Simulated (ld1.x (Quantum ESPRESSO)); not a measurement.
## Hf, TM: configuration errors across variants

hafnium, norm-conserving Troullier–Martins (Kleinman–Bylander form), made with ld1.x (Quantum ESPRESSO) 7.5 (PBE, scalar-relativistic). Core [Xe] 4f14, reference 5d2 6s1.5 6p0.5. Waves: 6s (bound): rc 2.60 bohr; 6p (bound): rc 3.80 bohr; 5d (bound): rc 2.75 bohr. Local part: all-electron potential smoothed inside 2.75 bohr (lloc = -1). Core correction: Bessel-smoothed model core inside 2.60 bohr.

All-electron excitation energies from the reference (eV): (1) 5d2 6s2 6p0 -1.884; (2) 5d2 6s1 6p0 6.092; (3) 5d2 6s0 6p0 20.272; (4) 5d1 6s2 6p1 0.078; (5) 5d2 6s0 6p1 10.771; (6) 5d2 6s1.5 6p0 1.370; (7) 5d3 6s1 6p0 0.709.

Errors AE − PS in meV (a dash: test not solved or not reliable):

| change | (1) | (2) | (3) | (4) | (5) | (6) | (7) | bound ghosts |
| --- | --- | --- | --- | --- | --- | --- | --- | --- |
| base | +0.3 | -4.2 | -21 | -41 | -0.2 | -1.9 | -37 | none |
| wave 5d (bound): rc 2.75 bohr becomes 5d (bound): rc 1.90 bohr | +0.2 | -4.6 | -21 | -50 | -0.3 | -2.0 | -41 | none |
| wave 5d (bound): rc 2.75 bohr becomes 5d (bound): rc 2.10 bohr | +0.2 | -4.6 | -21 | -50 | -0.4 | -2.0 | -41 | none |
| wave 5d (bound): rc 2.75 bohr becomes 5d (bound): rc 2.54 bohr | +0.3 | -4.4 | -21 | -47 | -0.2 | -1.9 | -40 | none |
| wave 5d (bound): rc 2.75 bohr becomes 5d (bound): rc 3.06 bohr | +0.2 | -3.9 | -23 | -29 | -0.9 | -1.8 | -31 | none |
| wave 5d (bound): rc 2.75 bohr becomes 5d (bound): rc 3.38 bohr | +0.1 | -3.7 | -29 | -8.9 | -3.0 | -1.7 | -22 | none |
| wave 5d (bound): rc 2.75 bohr becomes 5d (bound): rc 3.70 bohr | -0.1 | -3.9 | -38 | +13 | -6.2 | -1.6 | -10 | none |
| wave 5d (bound): rc 2.75 bohr becomes 5d (bound): rc 4.10 bohr | -0.8 | -5.5 | -66 | +61 | -16 | -1.4 | +17 | none |

Task: Give the same row for: wave 5d (bound): rc 2.75 bohr becomes 5d (bound): rc 2.82 bohr.

Result: +0.2, -4.1, -21, -39, -0.3, -1.9, -36; bound ghosts: none.
